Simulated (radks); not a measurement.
Mo+, 41 electrons, occupied as [Kr] 4d5 (the NIST ground configuration). Method: scalar-relativistic Kohn-Sham, SOGGA, spin-polarised, spherical densities, point nucleus; open shells are filled with parallel spins first (spin-orbit coupling, left out, can overturn this in heavy ions); computed with a radial shooting solver on a logarithmic mesh with Libxc functionals.

Radial electron density D(r) = 4 pi r^2 rho(r):

| r (bohr) | D(r) (e/bohr) | spin D(r) |
|---|---|---|
| 0.002836 | 5.175 | -0.000207 |
| 0.003783 | 8.268 | -0.000330 |
| 0.005046 | 12.86 | -0.000513 |
| 0.00673 | 19.32 | -0.000769 |
| 0.008976 | 27.70 | -0.00110 |
| 0.01197 | 37.34 | -0.00150 |
| 0.01597 | 46.46 | -0.00193 |
| 0.0213 | 52.27 | -0.00239 |
| 0.0284 | 52.42 | -0.00303 |
| 0.03788 | 47.92 | -0.00398 |
| 0.05053 | 44.94 | -0.00413 |
| 0.06739 | 50.51 | 0.00344 |
| 0.08989 | 61.99 | 0.0398 |
| 0.1189 | 64.88 | 0.138 |
| 0.1586 | 52.26 | 0.326 |
| 0.2116 | 41.08 | 0.537 |
| 0.2822 | 46.38 | 0.581 |
| 0.3764 | 48.73 | 0.315 |
| 0.502 | 31.57 | -0.00258 |
| 0.6695 | 14.47 | 0.281 |
| 0.893 | 11.40 | 1.47 |
| 1.191 | 10.88 | 2.72 |
| 1.588 | 6.652 | 2.85 |
| 2.119 | 2.810 | 1.92 |
| 2.826 | 0.9587 | 0.857 |
| 3.769 | 0.2486 | 0.244 |
| 5.027 | 0.04032 | 0.0402 |
| 6.705 | 0.003072 | 0.00307 |

D(r) has 4 maxima, at r = 0.0248, 0.109, 0.342, 1.01 bohr, and minima at 0.0497, 0.220, 0.844 bohr, inside which lie 2.03, 11.11, 29.29 electrons.
